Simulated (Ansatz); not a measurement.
Ansatz results at the PBE0-D4/def2-TZVP geometry: LUMO energy (ωB97M-V/def2-TZVPP) 1.83 eV; size of the dipole moment (PBE/def2-TZVPP) 3.03 D; ideal-gas entropy at 298 K and 1 bar (rigid rotor, harmonic PBE0-D4/def2-TZVP) 361 J/(mol·K).

Task: Which molecule gave them?
A. `C[BH-](C)[AsH3+]`
B. `[SiH3][O+]([SiH3])[GaH3-]`
C. `[NH3+][GaH3-]`
D. `C[S+](C)[AlH3-]`

Result: A. The others give `[NH3+][GaH3-]`: 1.17, 5.05, 283; `[SiH3][O+]([SiH3])[GaH3-]`: 0.67, 2.70, 402; `C[S+](C)[AlH3-]`: 1.81, 4.70, 360.
